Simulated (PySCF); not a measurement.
germanium monoxide (GeO), SMILES [O]=[Ge] (connectivity only; charge and spin as stated), neutral, multiplicity 1.

Coordinates come from a B3LYP-D3(BJ)/def2-TZVPD optimisation.

Computed with PySCF with PBE/def2-TZVPD.

The molecule is in vacuum.

| Item | Value |
|---|---|
| total energy | -2151.88275 hartree |
| point group | C∞v |
| highest occupied level | -7.24 eV |
| lowest empty level | -2.92 eV |
| orbital gap | 4.31 eV |
| dipole moment | 3.16 D |
| quadrupole, principal values (traceless, Buckingham form, about the centre of nuclear charge) | -5.99, 2.99, 2.99 D·Å |
| mean static polarisability | 32.9 bohr³ (4.87 Å³) |
| polarisability, principal values | 28.8, 28.8, 41.0 bohr³ |
